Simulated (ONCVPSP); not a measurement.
## La, ONCV: configuration errors across variants

lanthanum (La), optimised norm-conserving Vanderbilt (ONCV), made with ONCVPSP 4.0.1 (PW91, scalar-relativistic). Core [Kr] 4d10, reference 5s2 5p6 5d2 6s1. Waves: 5s+6s: rc 3.00 bohr, ncon 4, nbas 7, qcut 3.3 1/bohr, 2 projectors; 5p: rc 2.65 bohr, ncon 5, nbas 9, qcut 4.9 1/bohr, 3 projectors, debl 2.4 Ha; 5d: rc 2.45 bohr, ncon 4, nbas 7, qcut 3.4 1/bohr, 3 projectors, debl 1.7 Ha; f scattering state at 0.17 Ha: rc 2.45 bohr, ncon 4, nbas 7, qcut 4.4 1/bohr, local. Local part: the f channel. Core correction: Teter function, fcfact 4.5, rcfact 1.15.

In the f channel the program set the typed energies aside and used -0.103 Ha.

All-electron excitation energies from the reference (eV): (1) 5s2 5p6 5d1 6s2 -0.797; (2) 5s2 5p6 5d1 6s1 5.211; (3) 5s2 5p6 5d1 6s0 16.125; (4) 5s2 5p6 5d0 6s2 6p1 1.524.

2 further variants failed, have other tests or too few solved ones, and are left out.

A true bound ghost makes a file unfit for plane-wave use even where its test errors are small: the radial tests pick states by their node count and pass the ghost by.

Errors AE − PS in meV (a dash: test not solved or not reliable):

```
    change   (1)   (2)   (3)  (4)  bound ghosts  GHOST(+) flags above zero
      base  -6.2  -1.3  +0.4  -22             s                       p, d
s: rc 2.58  -5.3  -1.3  +0.2  -21             s                       p, d
 s: rc 2.8  -5.9  -1.3  +0.3  -22             s                       p, d
s: rc 3.06  -6.3  -1.3  +0.4  -22             s                       p, d
 s: rc 3.4  -6.3  -1.1  +0.3  -21             s                       p, d
s: rc 3.56  -6.1  -0.9  -0.1  -20             s                       p, d
 s: rc 3.8  -5.6  -0.5  -1.3  -18             s                       p, d
s: rc 4.16  -4.5  +0.3  -4.8  -13             s                       p, d
```

Problem. Give the same row for: s: rc 4.34.

Solution. -3.9, +0.7, -7.2, -10; bound ghosts: s; GHOST(+) flags above zero: p, d.
